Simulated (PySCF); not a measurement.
C8H11 (doublet state).
SMILES with atom numbers: `[CH2:1]=[CH:2][C@@:3]12[CH:4][CH2:5][CH2:6][C@@H:7]1[CH2:8]2` (hydrogens: H9, H10 on C1; H11 on C2; H12 on C4; H13, H14 on C5; H15, H16 on C6; H17 on C7; H18, H19 on C8)

Structure used (GFN2-xTB), in Å, numbered top down from 1:
```
atom  x, y, z in Å
C1     2.4786   -1.3541   -0.0434
C2     1.9032   -0.1999   -0.3415
C3     0.5299    0.1943    0.0091
C4    -0.0456    1.4001   -0.5442
C5    -1.5305    1.3487   -0.5463
C6    -1.8858   -0.1416   -0.3646
C7    -0.6304   -0.7951    0.1722
C8    -0.0301   -0.2026    1.3917
H9     1.9695   -2.1307    0.5027
H10    3.4895   -1.5722   -0.3404
H11    2.4544    0.5450   -0.9011
H12    0.5234    2.1984   -0.9772
H13   -1.9537    1.9475    0.2728
H14   -1.9501    1.7584   -1.4693
H15   -2.7327   -0.2803    0.3096
H16   -2.1447   -0.5882   -1.3262
H17   -0.4782   -1.8444   -0.0344
H18    0.6055   -0.8222    2.0054
H19   -0.5819    0.5483    1.9356
```

The hyperfine couplings belong to this conformer and change with its torsions.

The calculation used PySCF 2.14.0, UKS B3LYP, pcH-1 on C H, non-relativistic, mean-field spin-orbit, GIAO. One conformer (not necessarily the lowest) at the GFN2-xTB geometry, without solvent, vibrations or thermal averaging. Couplings are sensitive to structure, and on GFN2-xTB geometries they can be far from those on DFT ones. No stability test was run, so a lower SCF solution isn't excluded.

Match the computed a_iso(13C) values +81.6, +68.1, -37.4, -28.8, +24.3, +10.5, +4.4 MHz with the sites C2; C3; C4; C5; C6; C7; C8.

```
site  a_iso (MHz)  ρ(0) (bohr⁻³)                 position  distance from C4 (Å)  spin population  largest |T| (MHz)
  C2        +10.5        +0.0094          2 bonds from C4                  2.53            +0.01                1.9
  C3        -37.4        -0.0332           1 bond from C4                  1.45            -0.09                2.7
  C4        +81.6        +0.0726  largest spin population                  0.00            +0.98              152.3
  C5        -28.8        -0.0257           1 bond from C4                  1.49            -0.08                1.8
  C6         +4.4        +0.0039          2 bonds from C4                  2.41            +0.01                1.9
  C7        +24.3        +0.0216          2 bonds from C4                  2.38            +0.06               12.7
  C8        +68.1        +0.0605          2 bonds from C4                  2.51            +0.10               20.5
```

ρ(0) is the spin density at the nucleus and T the dipolar tensor. Largest spin populations (Mulliken): C4 (+0.98), C8 (+0.10), C3 (-0.09) and C5 (-0.08). No atom but C4 exceeds +0.15. The angles at C4 add up to 359.8°, so it is planar; its axial dipolar tensor and the negative coupling of its proton fit spin in a p orbital normal to that plane.

Examples of negative spin density at the nucleus (bohr⁻³): C3 (-0.0332), C5 (-0.0257) and H12 (-0.0138).
